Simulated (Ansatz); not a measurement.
System: 2-ethenylselanylpropane, C5H10Se, net charge 0, singlet state. SMILES: C=C[Se]C(C)C
Geometry: optimised at B3LYP-D3(BJ)/def2-TZVP (Ansatz, an electronic-structure program).

Property: atomisation energy, in kcal/mol. Conventions: non-relativistic; dispersion terms only where a functional's name holds one; six Cartesian d functions in 6-31G* and its kin unless marked 5d; open shells spin-unrestricted; frozen cores in correlated levels (noble-gas shells and the d and f shells of earlier blocks); atomisation electronic, to ground-state atoms; no spin-orbit coupling; LANL2DZ with its own core potentials from Na on. First-principles rows: single points at B3LYP-D3(BJ) geometries (Ansatz).

| level | program | atomisation energy (kcal/mol) |
|---|---|---|
| HF/6-31G* with LANL2DZ past Ar | Ansatz | 1090.6 |
| SVWN5/6-31G* | Ansatz | 1701.7 |
| PBE/def2-SVP | Ansatz | 1523.3 |
| PBE/6-31G* with LANL2DZ past Ar | Ansatz | 1508.5 |
| B3LYP/6-31G* | Ansatz | 1477.4 |
| B3LYP/6-31G* with LANL2DZ past Ar | Ansatz | 1466.8 |
| PBE0/6-31G* with LANL2DZ past Ar | Ansatz | 1484.9 |
| MP2/STO-3G | Ansatz | 1532.4 |
| MP2/6-31G* | Ansatz | 1373.1 |
| MP2/6-31G* with LANL2DZ past Ar | Ansatz | 1359.0 |
| PBE/def2-TZVPD | Ansatz | 1512.8 |
| r2SCAN-D4/def2-TZVPD | Ansatz + dftd4 | 1492.9 |

No value to compare with is used here. The 10 habitual levels span 1090.6 (HF/6-31G* with LANL2DZ past Ar) to 1701.7 kcal/mol (SVWN5/6-31G*); r2SCAN-D4/def2-TZVPD gives 1492.9.

The levels are drawn from those run, B3LYP/6-31G* more often than the rest, none by its result; left out are runs that failed, that the program found above a lower state of the same kind, or whose <S^2> lies over 0.5 above the pure value.
